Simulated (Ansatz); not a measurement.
Cr3. Charge 0, multiplicity 7. Geometry r2SCAN-D4/def2-TZVP; atoms count from 1.

```tsv
atom	x (Å)	y (Å)	z (Å)
Cr1	-0.501	0.498	-1.551
Cr2	-0.752	-0.889	1.245
Cr3	1.253	0.391	0.306
```

The charge 0 septet is spin-contaminated (final ⟨S²⟩ up to 16.81, 12.00 for a pure state). The geometry of the septet was relaxed on an unsound state (⟨S²⟩ 16.71, where a pure state has 12.00). The structure comes from a short search, and lower isomers may exist.

Estimate the Mulliken populations from the PBE0/def2-TZVP orbitals of Ansatz.


```csv
atom,charge (e),spin (α − β),d electrons
Cr1,-0.03,5.68,4.94
Cr2,-0.03,5.68,4.94
Cr3,0.05,-5.37,4.98
```
Mulliken values and Mayer orders depend strongly on the basis.

Where does the spin sit?

Summed by element: Cr 6.00, of 6 unpaired in all. Largest on single atoms: Cr1 5.68, Cr2 5.68, Cr3 -5.37.

And the Mayer bond orders between bonded heavy atoms (over 0.3)?

Cr1–Cr3 0.54 (2.56 Å); Cr2–Cr3 0.54 (2.56 Å).
